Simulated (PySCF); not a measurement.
A species of formula C4H6F4O has this rotational fingerprint, computed with PBE0/def2-SVPD in PySCF (dipole) on a GFN2-xTB geometry, gas phase:

| Item | Value |
| --- | --- |
| Rotational constants | A = 3440, B = 855.4, C = 803.7 MHz |
| Dipole components | \|μa\| = 2.44 D, \|μb\| = 1.49 D, \|μc\| = 0.24 D |
| Inertial defect | -108.93 u·Å² |
| κ | -0.96 |

Task: Which structure is it? (One computed conformer of each.)
A. `[OH:1][CH2:2][C@H:3]([F:4])[CH2:5][C:6]([F:7])([F:8])[F:9]` with H–O1–C2–C3 -62°, O1–C2–C3–F4 65°, C2–C3–C5–C6 -91°
B. `[CH3:1][O:2][C@@H:3]([F:4])[CH2:5][C:6]([F:7])([F:8])[F:9]` with C1–O2–C3–F4 67°, O2–C3–C5–C6 166°
C. `[CH3:1][C@@H:2]([F:3])[O:4][C@H:5]([F:6])[CH:7]([F:8])[F:9]` with C1–C2–O4–C5 176°, C2–O4–C5–F6 -72°, O4–C5–C7–F8 -178°

Result: B. It is CO[C@@H](F)CC(F)(F)F, a near-prolate asymmetric top, point group C1. The candidates at the same level (rigid rotor, commonest isotopes):

```
                  SMILES  A (MHz)  B (MHz)  C (MHz)  μa (D)  μb (D)  μc (D)  Δ (u·Å²)  point group                        rotor
     OC[C@H](F)CC(F)(F)F     2617    982.9    872.7    1.43    0.65    0.18   -128.15           C1               asymmetric top
    CO[C@@H](F)CC(F)(F)F     3440    855.4    803.7    2.44    1.49    0.24   -108.93           C1  near-prolate asymmetric top
C[C@@H](F)O[C@H](F)C(F)F     2882    885.5    799.0    2.06    0.47    1.49   -113.53           C1  near-prolate asymmetric top
```

`C[C@@H](F)O[C@H](F)C(F)F` has A 16 % too low; `OC[C@H](F)CC(F)(F)F` has A 24 % too low. No structure here is proved a minimum.
